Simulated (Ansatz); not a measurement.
Basis-set extrapolation for `O[SiH](F)[SiH2]` radical (PBE0-D4/def2-TZVP geometry, frozen core, the Gaussian-basis code of Ansatz). Multiplicity 2, UHF reference.

```
                      def2-TZVPP   def2-QZVPP
                 HF  -754.679404  -754.706264
    MP2 correlation    -0.711836    -0.773907
CCSD(T) correlation    -0.770555      not run
```

Energies in hartree. Use E(X) = E(∞) + A·exp(−7.88·√X) for Hartree–Fock and E(X) = E(∞) + B·X^(−2.97) for correlation, with X = 3 and 4, and add CCSD(T) minus MP2 of the smaller set to the MP2 limit.

What is the CCSD(T) energy at the basis-set limit?

HF limit: -754.706264 + (-0.026860) × 0.13774 = -754.70996. MP2 limit: -0.773907 + (-0.062071) × 0.74074 = -0.81989. Higher-order term: -0.770555 − (-0.711836) = -0.05872. Total: -755.58857 hartree, 363.9 kJ/mol below CCSD(T)/def2-TZVPP.
